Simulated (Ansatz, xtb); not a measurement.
# Relative energy of two conformers of H6O2SSi2

We compare X, `O[Si@H](S)O[SiH3]`, a singlet, with Y, `O[Si@H](S)O[SiH3]`, a singlet. Both are isolated molecules in the gas phase, relaxed with PBE0-D3(BJ)/def2-SVP.

X (Å):

```yaml
atoms:
  - { symbol: O, position_ang: [2.0545, 0.5138, -1.1998] }
  - { symbol: O, position_ang: [1.9947, -0.2013, 1.4659] }
  - { symbol: S, position_ang: [-0.1792, -1.4092, -0.3637] }
  - { symbol: Si, position_ang: [1.8302, -0.6949, -0.1012] }
  - { symbol: Si, position_ang: [1.1081, 0.5318, 2.6695] }
  - { symbol: H, position_ang: [1.3922, 1.2105, -1.2395] }
  - { symbol: H, position_ang: [2.8782, -1.6986, -0.3673] }
  - { symbol: H, position_ang: [-0.2020, -2.0783, 0.8104] }
  - { symbol: H, position_ang: [2.0482, 0.9457, 3.7462] }
  - { symbol: H, position_ang: [0.1048, -0.4264, 3.2222] }
  - { symbol: H, position_ang: [0.3943, 1.7312, 2.1362] }
```

Y (Å):

```xyz
11

O    -2.7783    0.2573    1.3019
O    -1.3876   -1.9363    0.5034
S     0.1713    0.6222    0.2255
Si   -1.3123   -0.4969    1.2946
Si   -0.5880   -3.2281   -0.1671
H    -3.1309    0.5218    0.4460
H    -0.9726   -0.6792    2.7233
H     0.0845    1.6957    1.0418
H     0.0043   -4.0767    0.9086
H    -1.5711   -4.0273   -0.9499
H     0.4998   -2.7450   -1.0685
```

Q: Estimate which is lower in electronic energy at CCSD(T)/def2-SVP + ΔMP2/def2-TZVPP, and by roughly how much.

A: Too close to call at this level: CCSD(T)/def2-SVP + ΔMP2/def2-TZVPP gives E(Y) − E(X) = −0.73 kJ/mol.

How the difference moves with the method:

| level | geometry | E(Y) − E(X) (kJ/mol) | departure from the last row (kJ/mol) | job, with rough time for the two |
| --- | --- | --- | --- | --- |
| PBE0-D3(BJ)/def2-SVP | PBE0-D3(BJ)/def2-SVP | −0.10 | +0.63 | optimisation, 2.7 min |
| HF/def2-SVP | PBE0-D3(BJ)/def2-SVP | −4.01 | −3.28 | part of the CCSD(T) run |
| MP2/def2-SVP | PBE0-D3(BJ)/def2-SVP | +0.10 | +0.83 | part of the CCSD(T) run |
| CCSD(T)/def2-SVP | PBE0-D3(BJ)/def2-SVP | +0.20 | +0.93 | single point |
| CCSD(T)/def2-SVP + ΔMP2/def2-TZVPP | PBE0-D3(BJ)/def2-SVP | −0.73 |  | single point, 46 s |

The largest departure from CCSD(T)/def2-SVP + ΔMP2/def2-TZVPP is that of HF/def2-SVP, 3.28 kJ/mol. Levels run at GFN2-xTB geometries aren't shown. The last row adds to CCSD(T) the change of the MP2 difference between the two basis sets, here −0.93 kJ/mol.

With harmonic frequencies from PBE0-D3(BJ)/def2-SVP (ideal gas, rigid rotor, one conformer each, 298.15 K, 1 atm): on the last row, ΔE + ΔZPE = −1.40 kJ/mol. A mode under 50 cm⁻¹ makes harmonic enthalpies and free energies unreliable, so none is given.

The correlated steps freeze 17 core orbitals. Run with Ansatz 0.2.0; the last row on 2 threads of Intel(R) Xeon(R) Platinum 8375C CPU @ 2.90GHz (Ice Lake) on a shared host.
